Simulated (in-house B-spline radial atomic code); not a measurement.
The numbers below are computed, except where a source is named.
Tl IV (Tl3+) at several levels of theory

Ground configuration [Xe] 4f14 5d10. All numbers come from a B-spline radial code for spherical atoms, all electrons, at the radial basis limit. Mean-field, RPA, GW and linear-response runs are scalar-relativistic (one-electron X2C), no spin-orbit coupling, without Breit or QED terms, open shells spin-polarised at highest spin; the many-body runs on Dirac-Hartree-Fock orbitals are four-component, and their energies hold both.

Without the two-electron picture change, the correlation of inner shells comes somewhat too large for so heavy an element.

**Ionisation energy.** The reference is 51.14 ± 0.04 eV (NIST, measured). It runs between the lowest fine-structure levels, while the runs without spin-orbit coupling give shell averages, so part of their difference is this splitting, and a close match can be a cancellation.

| method | value (eV) | minus reference (eV) |
| --- | --- | --- |
| minus the highest LDA VWN5 level | 44.55 | -6.59 |
| minus the highest PBE level | 44.26 | -6.88 |
| G0W0 on PBE | 51.83 | +0.69 |
| minus the highest r2SCAN level | 44.63 | -6.51 |
| minus the highest PBE0 level | 46.39 | -4.75 |
| G0W0 on PBE0 | 51.98 | +0.84 |
| minus the highest B3LYP (VWN-RPA) level | 45.99 | -5.15 |
| minus the highest CAM-B3LYP level | 47.85 | -3.29 |
| minus the highest LC-wPBE level | 49.12 | -2.02 |
| minus the highest Hartree-Fock level | 51.58 | +0.44 |
| G0W0 on Hartree-Fock | 52.04 | +0.90 |
| Dirac-Fock + self-energy with TDHF screening (5d5/2) | 50.65 | -0.49 |

Question: Which methods come closest, and which lies farthest off?

Answer: Closest: minus the highest Hartree-Fock level (+0.44 eV) and Dirac-Fock + self-energy with TDHF screening (5d5/2) (-0.49 eV). Farthest: minus the highest PBE level (-6.88 eV). The TDHF-screened form was chosen among four for its agreement on 13 closed-shell atoms.

**Static dipole polarisability and C6** of two like species, by linear response (no reference value is at hand):

```json
{"method": "LDA VWN5", "α (bohr³)": "5.414", "C6 (hartree·bohr⁶)": "31.91"}
{"method": "PBE", "α (bohr³)": "5.41", "C6 (hartree·bohr⁶)": "31.9"}
{"method": "PBE0", "α (bohr³)": "5.253", "C6 (hartree·bohr⁶)": "30.86"}
{"method": "B3LYP (VWN-RPA)", "α (bohr³)": "5.327", "C6 (hartree·bohr⁶)": "31.32"}
{"method": "CAM-B3LYP", "α (bohr³)": "5.315", "C6 (hartree·bohr⁶)": "31.23"}
{"method": "LC-wPBE", "α (bohr³)": "5.297", "C6 (hartree·bohr⁶)": "31.18"}
{"method": "TDHF", "α (bohr³)": "4.954", "C6 (hartree·bohr⁶)": "28.84"}
{"method": "relativistic RPA (four-component TDHF)", "α (bohr³)": "4.983", "C6 (hartree·bohr⁶)": "29.04"}
```

Question: What mean excitation energy do α and C6 imply in London's formula C6 = (3/4) α² ω?

Answer: LDA VWN5: ω = 1.452 hartree; relativistic RPA (four-component TDHF): ω = 1.559 hartree. A method that puts the excitations lower gives a larger α and a smaller ω.

Run times on one thread of shared hosts: mean field, RPA, SOSEX and G0W0 on PBE, 8.8 s (Arm Neoverse N1); TDDFT with PBE, 11 s (Arm Neoverse N1); removal energies by the self-energy, 400 s (Arm Neoverse N1).
